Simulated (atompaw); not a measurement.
Cutoff test, S, PAW (atompaw)

* Element: sulfur (S)
* Generator: atompaw 4.2.0.5
* Type: PAW
* Functional: PBE
* Relativity: non-relativistic
* Frozen core: [Ne]
* Valence charge: 6
* Reference configuration: 3s2 3p4
* Partial waves: 3s (bound): rc 1.55 bohr; 3s channel at -0.95 Ry: rc 1.55 bohr; 3p (bound): rc 1.55 bohr; 3p channel at 0.15 Ry: rc 1.45 bohr; 3d channel at -0.15 Ry: rc 1.55 bohr
* Local potential: bessel scheme, radius 1.40 bohr
* Core correction: smooth core density matched at 0.90 bohr
* Augmentation charge: sinc compensation charge, radius 1.30 bohr; PAW radius 1.55 bohr; waves and projectors: custom rrkj gramschmidtortho

The pseudo-atom Hamiltonian at the reference potential is diagonalised in spherical Bessel functions j_l(qr) that vanish at 20 bohr, with q² up to the cutoff. All-electron valence levels (Ry): 3s -1.2600, 3p -0.5161.

Q: How do the lowest levels (Ry) of each channel move with the cutoff, and are there ghosts?

A:

| cutoff (Ry) | s #1 | s #2 | p #1 | p #2 | d #1 | f #1 | f #2 | Σ f·Δε (mRy) |
| --- | --- | --- | --- | --- | --- | --- | --- | --- |
| 8 | -1.2559 | -0.0259 | -0.4540 | 0.0322 | 0.0704 | 0.1171 | 0.2496 | 256.9 |
| 12 | -1.2586 | -0.0261 | -0.5019 | 0.0309 | 0.0702 | 0.1171 | 0.2496 | 59.8 |
| 18 | -1.2598 | -0.0263 | -0.5141 | 0.0307 | 0.0701 | 0.1171 | 0.2496 | 8.6 |
| 21 | -1.2598 | -0.0263 | -0.5151 | 0.0307 | 0.0701 | 0.1171 | 0.2496 | 4.7 |
| 30 | -1.2599 | -0.0263 | -0.5159 | 0.0307 | 0.0700 | 0.1171 | 0.2496 | 0.9 |
| 40 | -1.2600 | -0.0263 | -0.5161 | 0.0306 | 0.0700 | 0.1171 | 0.2496 | 0.3 |
| 400 | -1.2601 | -0.0263 | -0.5161 | 0.0306 | 0.0700 | 0.1171 | 0.2496 | 0.0 |

Result: no extra level below or beside the all-electron valence levels (s, p, d, f tested); 10 mRy is reached at 18 Ry and 1 mRy at 30 Ry.
